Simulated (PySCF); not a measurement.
Simulated outer-valence photoelectron spectrum of `[GeH3][F]` (monofluorogermane). Method used: EOM-IP-CCSD/aug-cc-pVDZ in PySCF, restricted Hartree–Fock reference, frozen core, non-relativistic, gas phase, PBE0-D3(BJ)/def2-SVP geometry.

Each root has a Gaussian of 0.6 eV full width with its one-hole share as area; cross sections and vibrations are left out, and the highest printed point is 100.

| ionisation energy (eV) | intensity |
| --- | --- |
| 11.8 | 1 |
| 12.0 | 7 |
| 12.2 | 28 |
| 12.4 | 60 |
| 12.6 | 68 |
| 12.8 | 42 |
| 13.0 | 14 |
| 13.2 | 2 |
| 13.4 | 0 |
| 13.6 | 0 |
| 13.8 | 0 |
| 14.0 | 0 |
| 14.2 | 2 |
| 14.4 | 11 |
| 14.6 | 43 |
| 14.8 | 89 |
| 15.0 | 100 |
| 15.2 | 62 |
| 15.4 | 21 |
| 15.6 | 4 |
| 15.8 | 0 |
| 16.0 | 0 |
| 16.2 | 0 |
| 16.4 | 0 |
| 16.6 | 0 |
| 16.8 | 0 |
| 17.0 | 0 |
| 17.2 | 0 |
| 17.4 | 0 |
| 17.6 | 0 |
| 17.8 | 0 |
| 18.0 | 0 |
| 18.2 | 0 |
| 18.4 | 0 |
| 18.6 | 2 |
| 18.8 | 9 |
| 19.0 | 24 |
| 19.2 | 32 |
| 19.4 | 24 |
| 19.6 | 9 |
| 19.8 | 2 |
| 20.0 | 0 |

Q: Where are the maxima, and how many lines lie under the curve?

A: 3 maxima, at 12.5, 14.9 and 19.2 eV, from 4 lines (6 roots with degenerate partners counted). At this width some lines have no maximum of their own.

Q: List the lines with their holes.

A: 
```tsv
E (eV)	leading hole (HF orbital)	area	Koopmans (eV)
12.54	HOMO/HOMO-1	1.90	13.22
14.92	HOMO-3/HOMO-4	1.88	17.09
14.99	HOMO-2	0.94	16.53
19.20	HOMO-5	0.87	20.83
```

The widest gap, 4.21 eV, lies between 14.99 and 19.20 eV. Only orbitals with −ε under 21 eV, eight at most, were ionised, so the high end of the curve may lack lines.
